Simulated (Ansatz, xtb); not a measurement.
## A geometry optimisation of C2H5AlBr2 with r2SCAN-D4/def2-SVP

The starting geometry of this gas-phase singlet was built from a drawn formula by distance geometry and a force field; its bonds are those of `[CH3][AlH][CH](Br)Br`.

```yaml
atoms:
  - { symbol: C, position_ang: [-0.8949, 1.1259, -0.4309] }
  - { symbol: C, position_ang: [1.5168, 0.5511, 1.9330] }
  - { symbol: Al, position_ang: [-0.0310, -0.1135, 0.8335] }
  - { symbol: Br, position_ang: [2.9470, 1.0732, 0.7671] }
  - { symbol: Br, position_ang: [0.9666, 2.0127, 3.0129] }
  - { symbol: H, position_ang: [-0.3712, 2.1137, -0.4114] }
  - { symbol: H, position_ang: [-0.8594, 0.7355, -1.5098] }
  - { symbol: H, position_ang: [-1.9602, 1.2832, -0.1914] }
  - { symbol: H, position_ang: [-0.5409, -1.6020, 1.0146] }
  - { symbol: H, position_ang: [1.8775, -0.3145, 2.6159] }
```

Task: Predict what becomes of its bonds when it is optimised with r2SCAN-D4/def2-SVP.

Result: A new bond forms, giving a structure with Br4 bridging Al3 and C2, given below by its coordinates. Contacts that close: Al3–Br4 (3.21 → 2.63 Å).

The energy falls by 0.34 eV over 28 steps:

```json
{"step": "1", "E − E(last) (eV)": "0.338"}
{"step": "4", "E − E(last) (eV)": "0.109"}
{"step": "7", "E − E(last) (eV)": "0.106"}
{"step": "10", "E − E(last) (eV)": "0.106"}
{"step": "13", "E − E(last) (eV)": "0.097"}
{"step": "16", "E − E(last) (eV)": "0.057"}
{"step": "19", "E − E(last) (eV)": "0.004"}
{"step": "22", "E − E(last) (eV)": "0.001"}
{"step": "25", "E − E(last) (eV)": "0.000"}
{"step": "28", "E − E(last) (eV)": "0.000"}
```

Final geometry (Å):

```yaml
atoms:
  - { symbol: C, position_ang: [-0.8863, 1.1759, -0.3742] }
  - { symbol: C, position_ang: [1.2702, 0.5353, 2.1378] }
  - { symbol: Al, position_ang: [0.1100, -0.1299, 0.6685] }
  - { symbol: Br, position_ang: [2.6868, 0.4158, 0.6186] }
  - { symbol: Br, position_ang: [1.0972, 2.3206, 2.8196] }
  - { symbol: H, position_ang: [-0.4623, 2.1890, -0.2797] }
  - { symbol: H, position_ang: [-0.9103, 0.9167, -1.4462] }
  - { symbol: H, position_ang: [-1.9380, 1.2299, -0.0400] }
  - { symbol: H, position_ang: [-0.0447, -1.7073, 0.6065] }
  - { symbol: H, position_ang: [1.7278, -0.0806, 2.9227] }
```

From the same start GFN2-xTB reaches the same bonding as this run.

The end wasn't checked by frequencies. Run with Ansatz 0.2.0, 110 s on 2 threads of Intel(R) Xeon(R) Platinum 8259CL CPU @ 2.50GHz (Skylake/Cascade Lake) (shared host).
